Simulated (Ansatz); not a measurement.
Geometry optimisation, RKS PBE/6-31G* (Ansatz 0.2.0).

Input file:

```yaml
crystal:
  periodic: [false, false, false]
  atoms:
    - { symbol: C, position_ang: [-1.6965, 0.6042, 0.1907] }
    - { symbol: C, position_ang: [-0.2843, 0.1347, -0.0899] }
    - { symbol: C, position_ang: [0.5335, -0.5137, 0.7422] }
    - { symbol: Si, position_ang: [1.855, -0.5328, -0.5794] }
    - { symbol: O, position_ang: [0.4367, 0.2228, -1.1962] }
    - { symbol: H, position_ang: [-1.7453, 1.3876, 0.9985] }
    - { symbol: H, position_ang: [-2.1138, 1.1357, -0.7143] }
    - { symbol: H, position_ang: [-2.3549, -0.1745, 0.4348] }
    - { symbol: H, position_ang: [0.4956, -0.8337, 1.8242] }
    - { symbol: H, position_ang: [2.9396, 0.3751, -0.3946] }
    - { symbol: H, position_ang: [1.9998, -1.8624, -1.1955] }
basis:
  gaussian: { orbitals: "6-31G*" }
hamiltonian:
  xc: pbe
relax:
  f_tol: 0.015
  max_steps: 40
```

Command:

```bash
$ ansatz run input.yaml --threads 1 --pin off --max-ram 2048MiB --backend cpu --events-out ev --progress --plain --runs-dir out
```

**Question.** Where does it end, and by what steps?

**Answer.** The run converged. The force dipped under the threshold on the way, but the program's further checks kept it going. After 23 steps the energy has fallen by 1.073 eV; H6 moved furthest, 0.86 Å.

```tsv
step	energy less start (eV)	largest force component (eV/Å)	accepted
0	0.0000	5.673	yes
1	-0.8696	1.711	yes
2	-0.9910	0.544	yes
3	-0.9989	0.384	yes
4	-1.0078	0.112	yes
5	-1.0084	0.027	yes
6	-1.0085	0.017	yes
7	-1.0087	0.035	yes
8	-1.0097	0.091	yes
9	-1.0107	0.017	yes
10	-1.0162	0.068	yes
11	-1.0189	0.057	yes
12	-1.0380	0.125	yes
13	-1.0267	0.786	no
14	-1.0506	0.061	yes
15	-1.0583	0.185	yes
16	-1.0433	0.519	no
17	-1.0666	0.074	yes
18	-1.0707	0.098	yes
19	-1.0710	0.201	yes
20	-1.0727	0.053	yes
21	-1.0729	0.019	yes
22	-1.0730	0.014	yes
23	-1.0730	0.011	yes
```

```xyz
11
Properties=species:S:1:pos:R:3
C -1.652 0.651 0.183
C -0.273 0.100 0.039
C 0.483 -0.762 0.782
Si 1.758 -0.480 -0.511
O 0.447 0.531 -1.090
H -1.616 1.754 0.232
H -2.261 0.385 -0.698
H -2.140 0.264 1.091
H 0.220 -1.267 1.708
H 2.991 0.323 -0.218
H 2.108 -1.555 -1.497
```

Whether the end is a true minimum wasn't checked by a vibrational analysis.

The run took 76 s on 1 thread of Arm Neoverse V2, on a shared host, peak memory 0.12 GiB.
